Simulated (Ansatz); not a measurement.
**Match the barriers**

Saddle point of BHBrCl2F, singlet (BBrCl₂ ([Cl][B]([Cl])[Br]) + HF → BCl₂F ([F][B]([Cl])[Cl]) + HBr; bonds formed: B1–F6, Br2–H5; bonds broken: B1–Br2, H5–F6), PBE0-D4/def2-TZVP structure:

B1  (-0.235, -0.394, 0.103)
Br2  (-0.540, 1.671, -0.624)
Cl3  (-0.551, -1.573, -1.159)
Cl4  (-0.904, -0.615, 1.710)
H5  (0.966, 0.975, -0.207)
F6  (1.263, -0.064, 0.177)
(Å)

Program: Ansatz 0.2.0. Basis: def2-TZVPP, with def2-QZVPP for the basis limit. Cores are frozen in the correlated methods. Filled d shells of the heavier atoms are correlated. The def2 sets are not built for correlating such inner shells, so the correlated values are less sure here. Extrapolation: Hartree–Fock as exp(−7.88 √X), correlation as X^−2.97. Four methods, as single points on the PBE0-D4 structures, gave these electronic barriers from the start structure: 0.116, 0.564, 0.811, 1.333 eV.

The methods were, in alphabetical order, CCSD(T), HF, r2SCAN-D4, SPW92. Which gave which? (A judgement: the text doesn't fix the answer.)

Computed: SPW92 0.116; r2SCAN-D4 0.564; CCSD(T) 0.811; HF 1.333 eV. For comparison, CCSD(T) at an estimated basis limit (MP2 extrapolated from triple and quadruple zeta, plus CCSD(T) − MP2 in triple zeta) gives 0.814 eV.

T1 diagnostic: at most 0.010.

Labels in which every atom is bracketed show which atoms are joined, not bond orders.

For scale, one of the runs: CCSD(T)/def2-TZVPP, 208 basis functions, launched by `ansatz run in.yaml --threads 4 --pin off --events-out ev --progress --plain --max-ram 9574MiB`. Time: 2.4 min of wall clock on 4 CPU threads of an Arm Neoverse V1; the host was shared. Peak host memory: 2.8 GiB.
